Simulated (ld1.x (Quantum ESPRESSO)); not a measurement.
## rhodium: variants of one PAW potential

Base potential:

```
Element                 : rhodium
Generator               : ld1.x (Quantum ESPRESSO) 7.5
Type                    : PAW
Functional              : LDA (PZ)
Relativity              : fully relativistic
Frozen core             : [Ar] 3d10 4s2
Valence charge          : 15
Reference configuration : 4p6 4d8 5s0.75 5p0 (charge +0.25)
Partial waves           : 5s (bound): rcut 2.05, rcutus 2.55 bohr; 5s channel at 0.15 Ry: rcut 2.05, rcutus 2.55 bohr; 4p (bound): rcut 1.50, rcutus 2.00 bohr; 5p (bound, empty): rcut 1.50, rcutus 2.00 bohr; 4d (bound): rcut 1.50, rcutus 1.70 bohr; 4d channel at 0.7 Ry: rcut 1.50, rcutus 1.70 bohr; 4f channel at 0.4 Ry: rcut 1.95, rcutus 2.40 bohr
Local potential         : all-electron potential smoothed inside 1.30 bohr (lloc = -2)
Core correction         : a·sin(br)/r model core, default radius (core density twice the valence density)
Augmentation charge     : BG, radius 1.50 bohr
```

Open shells are filled in proportion to 2j + 1 (rel_dist='average').

Cutoffs, loose and tight: the cutoffs (Ry, on a coarse ladder) from which the occupation-weighted sum of valence levels, in a spherical-Bessel basis at the reference potential, stays within 10 and 1 mRy of its value at 400 Ry. They do not see the model core or the augmentation charge, which bear on the density cutoff. Test errors are all-electron minus pseudo excitation energies from the reference, over the configurations 4p6 4d8 5s1 5p0; 4p6 4d8 5s0 5p0; 4p6 4d7 5s0 5p0; 4p6 4d8.5 5s0.5 5p0; 4p6 4d8 5s0 5p1; 4p6 4d8 5s0.5 5p0; 4p5 4d8 5s1 5p0. A dash means not determined; rows that change the core or the reference have their own tests. The largest error is taken over the tests solved by every variant that gives reliable tests at all: 4p6 4d7 5s0 5p0; 4p6 4d8 5s0 5p0; 4p6 4d8 5s0 5p1; 4p6 4d8 5s0.5 5p0; 4p6 4d8 5s1 5p0; 4p6 4d8.5 5s0.5 5p0.

Cutoffs are not given where the Bessel-basis levels miss the radial ones by over 6 mRy, ghosts where they miss by over 20 mRy; a channel whose overlap is not positive is not tested.

The default core radius of the base comes out at 0.67 bohr.

```csv
change,outcome,bound ghosts,largest test error (meV)
base,generated,not determined,+17
core correction a·sin(br)/r model core inside 1.74 bohr,generated,not determined,+17
"wave 4f channel at 0.4 Ry: rcut 1.95, rcutus 2.40 bohr becomes 4f channel at 0.26 Ry: rcut 1.95, rcutus 2.40 bohr",generated,not determined,+17
"all radii but the core radius scaled by about 0.78 (s 1.98, p 1.56, d 1.32, f 1.88 bohr, rcut 1.60/1.16/1.16/1.52); local potential all-electron potential smoothed inside 1.02 bohr (lloc = -2); augmentation BG, radius 1.16 bohr",failed: new_paw_hamiltonian: negative rho,–,–
"waves 5s (bound): rcut 1.68, rcutus 1.78 bohr; 5s channel at 0.15 Ry: rcut 1.68, rcutus 1.78 bohr",failed: new_paw_hamiltonian: negative rho,–,–
```

**Question.** What comes out with this change to the base: local potential all-electron potential smoothed inside 2.00 bohr (lloc = -2)?

**Answer.** outcome: generated; bound ghosts: not determined; largest test error (meV): -4.8.

**Question.** What comes out with this change to the base: core [Kr], valence charge 9; reference 4d7 5s2 5p0; waves now 5s (bound): rcut 1.85, rcutus 2.45 bohr; 5s channel at 0.15 Ry: rcut 1.85, rcutus 2.45 bohr; 5p (bound): rcut 2.90, rcutus 3.10 bohr; 5p channel at 3.6 Ry: rcut 2.90, rcutus 3.10 bohr; 4d (bound): rcut 1.80, rcutus 2.10 bohr; 4d channel at 0.7 Ry: rcut 1.80, rcutus 2.10 bohr; 4f channel at 0.4 Ry: rcut 2.20, rcutus 3.00 bohr; local potential all-electron potential smoothed inside 2.15 bohr (lloc = -1); core correction Bessel-smoothed model core, default radius (core density twice the valence density); augmentation BG, radius 1.60 bohr?

**Answer.** outcome: generated; bound ghosts: not determined; largest test error (meV): -151.
